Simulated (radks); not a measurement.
Removal energies from the lanthanum ion La+, [Xe] 5d1 6s1, by Delta-SCF beside the eigenvalue of the level emptied. Method: scalar-relativistic Kohn-Sham, PBEsol, spin-polarised, spherical densities, finite nucleus; Fermi nuclear charge, rms radius of each element as measured or else 0.836 A^(1/3) + 0.57 fm; computed with a radial shooting solver on a logarithmic mesh with Libxc functionals. Open shells are filled with parallel spins first.

removed from        final configuration  Delta-SCF (eV)  -eigenvalue (eV)
6s                             [Xe] 5d1          11.234             8.831
5d                             [Xe] 6s1          12.688             8.944
5p            [Kr] 4d10 5s2 5p5 5d1 6s1          32.778            27.862
5s            [Kr] 4d10 5s1 5p6 5d1 6s1          49.975            44.518

 A further rearrangement lowers the ion to [Xe] 4f1, 10.819 eV above the parent.
